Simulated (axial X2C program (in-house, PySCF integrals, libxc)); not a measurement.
**Potential curves of MoH⁺, with spin–orbit coupling**

All values were computed with an in-house all-electron X2C program for linear molecules (integrals from PySCF). Two-component (2c) means X2C with spin–orbit coupling and atomic mean-field two-electron Coulomb and Gaunt terms. Basis: Mo dyall-cv3z [11s12p9d5f3g], H dyall-v3z [6s2p1d] (cores contracted in-house); Gaussian nuclei, density fitting, unrestricted open shells. Masses: Mo 97.905 u, H 1.008 u.

State: Ω = 2 (⟨Sz⟩ = 2.00, ⟨Lz⟩ = 0.00 at HF). Energies in eV from the fragments at the same level (Mo+ + H). Fits are polynomials in 1 − R0/R over 0.85 to 1.23 times the lowest point R0.

```csv
R (Å),CCSD(T),HF,M06
1.4503,,-0.0283,-1.5738
1.5170,-1.6511,-0.3260,-1.8231
1.5670,-1.7659,-0.4721,-1.9363
1.6170,-1.8282,-0.5643,-1.9984
1.6670,-1.8472,-0.6120,-2.0182
1.7253,-1.8250,-0.6223,-1.9979
1.7837,-1.7642,-0.5947,-1.9400
1.8587,-1.6408,-0.5215,-1.8241
1.9504,,-0.4093,-1.6387
2.0838,,-0.2828,-1.3277
```

Correlated methods: 14 electrons correlated (number of frozen shells: Mo 3 s, 2 p, 1 d; H none), 226 virtual spin orbitals or spinors in MP2, 90 natural virtuals in coupled cluster.

The state is a single determinant with fixed occupations, the lowest that a limited PBE0 search found. Dissociation energies refer to the lowest single-determinant-based atoms at the same level and basis. Density functionals use the spin component along the axis (collinear). Coupled cluster ran in a truncated set of natural virtual spinors; the MP2 energy of the rest was added. (T) has no such correction and the atoms are truncated less, which lowers De at CCSD(T) by a hundredth of an eV or more. With several unpaired electrons one determinant need not be a pure state. Open-shell Ω = 0 determinants with evenly filled partner blocks cannot be reached by this program, so the Ω shown need not be the lowest component. The determinant is spin-polarised beyond a pure state at some levels (its spin-free form has ⟨S²⟩ too high), which makes Re and μ there less reliable. Coupled cluster ran on the points near the minimum only. MP2 and coupled cluster on one determinant become unreliable at the stretched end.

(1) What are Re, ωe and De at the CCSD(T) level?

(2) What are Re, ωe and De at the HF level?

(3) Fit the M06 curve near its minimum: give the equilibrium distance, the harmonic wavenumber and the well depth.

## Answers

(1) At CCSD(T), 2c: Re = 1.667 Å, ωe ≈ 1960 cm⁻¹, De = 1.85 eV to Mo+ + H; Be follows as 6.08 cm⁻¹.

(2) At HF, 2c: Re = 1.710 Å, ωe ≈ 1820 cm⁻¹, De = 0.62 eV to Mo+ + H; Be follows as 5.78 cm⁻¹.

(3) At M06, 2c: Re = 1.669 Å, ωe ≈ 1940 cm⁻¹, De = 2.02 eV to Mo+ + H; Be follows as 6.07 cm⁻¹.
